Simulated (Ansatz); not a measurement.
Consider the formal exchange of groups at the Si–C bond: `[AlH2][CH2][SiH3]` + `N[SiH](Cl)O[SiH3]` → `N[Si]([SiH3])(Cl)O[SiH3]` + `[CH3][AlH2]`.

Computed with Ansatz on PBE0-D4/def2-TZVP structures; ΔE is electronic, products minus reactants. CCSD(T)/CBS adds triple-zeta CCSD(T) − MP2 to the extrapolated MP2 energy (def2 sets, frozen cores). This one scheme is used for every species. Functionals use def2-TZVPP. B3LYP here is the variant with VWN-RPA as its local correlation; programs differ in this. Each species was taken in one conformer, which may not be the lowest.

CCSD(T)/CBS gives +18.1 kJ/mol.

Question: Another level gave +5.0 kJ/mol. Which?
A. PBE/def2-TZVPP
B. B3LYP-D4/def2-TZVPP
C. B2PLYP/def2-TZVPP
D. SCS-MP2/def2-TZVPP

Answer: A. PBE 5.0, B2PLYP 18.5, SCS-MP2/def2-TZVPP 25.3, B3LYP-D4 10.3 kJ/mol.

Largest T1 diagnostic among the species: 0.012.

From PBE to PBE0 (25 % exact exchange), in def2-TZVPP and without D4, ΔE moves by +6.0 kJ/mol. The D4 term adds −4.6 kJ/mol with B3LYP and −3.0 kJ/mol with PBE0; it sums over pairs of atoms, weighted by their polarisabilities, and B3LYP, whose exchange is more repulsive, gets the larger term. In def2-TZVPP, CCSD(T) changes the Hartree–Fock value by −9.8 kJ/mol (the triples alone add −1.6 kJ/mol) and MP2 by −4.1 kJ/mol.
